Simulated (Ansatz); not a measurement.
A nudged elastic band was laid between two geometries of BFH3N + H2O (9 atoms, charge 0, multiplicity 1).

Method: RKS PBE0/6-31G* in Ansatz.

```json
{
 "movable images": "6",
 "climbing image": "no",
 "spring": "5.0 eV/Å²",
 "optimiser": "quadratic models (default)",
 "start path": "through a guess of the saddle point",
 "force threshold": "0.05 eV/Å",
 "iteration limit": "60",
 "end points": "relaxed"
}
```

Initial state:

```xyz
9
Properties=species:S:1:pos:R:3
B -0.084 -0.369 -0.303
H -0.305 -1.044 0.662
N 1.227 0.024 -0.621
H 2.031 -0.355 -0.145
H 1.447 0.523 -1.472
F -1.091 0.012 -1.088
O 0.199 2.126 1.462
H 0.755 1.650 0.827
H 0.216 1.563 2.246
```

Final state:

```xyz
9
Properties=species:S:1:pos:R:3
B 0.112 0.604 -0.684
H -0.114 -0.061 3.266
N 1.392 0.114 -1.020
H 1.511 -0.541 -1.776
H 2.247 0.350 -0.546
F -0.940 0.181 -1.393
O -0.154 1.489 0.326
H 0.637 1.772 0.794
H -0.297 0.223 2.602
```

Q: Which bonds break or form, and what moves?

A: Bonds broken: B1–H2, O7–H9. Bonds formed: B1–O7, H2–H9. BFH3N + H2O becomes BFH3NO + H2.

Q: What energy profile does the band end with?

A: The forces met the threshold. The highest image is number 6 of 0 to 7, 0.117 eV above the first end and 1.082 eV above the last; the last end lies 0.965 eV below the first. A structure lower than the first end lies on the path between it and the top, so the climb from that side starts below the end, which may itself be a saddle point or a shallow side well. No image climbed, so the highest image needn't sit at the top of the path. A band with more images between the same ends climbed to 1.42 eV, so this one has probably stepped over the top. The orbitals stay closed-shell, which can raise the energy where a bond breaks towards radicals; this wasn't checked here.

```tsv
image	path coordinate (Å)	energy (eV)	B1–H2 (Å)	O7–H9 (Å)	B1–O7 (Å)
0	0.00	0.000	1.20	0.97	3.07
1	2.38	-0.028	1.20	0.97	2.90
2	4.76	-0.023	1.20	0.97	3.62
3	7.13	-0.024	1.20	0.97	3.60
4	9.51	-0.026	1.20	0.97	2.90
5	11.89	0.000	1.20	0.96	3.10
6	14.27	0.117	2.03	1.97	1.41
7	16.64	-0.965	4.01	2.61	1.37
```

Q: What is the geometry of the highest image?

A: 
```xyz
9
Properties=species:S:1:pos:R:3
B -0.010 0.436 -0.210
H 0.052 -0.251 1.700
N 1.278 -0.131 -0.510
H 1.502 -0.044 -1.492
H 2.092 0.021 0.066
F -1.081 -0.225 -0.651
O -0.195 1.724 0.328
H 0.690 2.074 0.462
H 0.066 0.526 1.875
```

The band took 57 iterations and roughly 10 core-minutes.

Time of the run: 9.6 min on 1 thread of Intel(R) Xeon(R) Platinum 8488C (Sapphire Rapids) (shared host), peak memory 0.15 GiB.
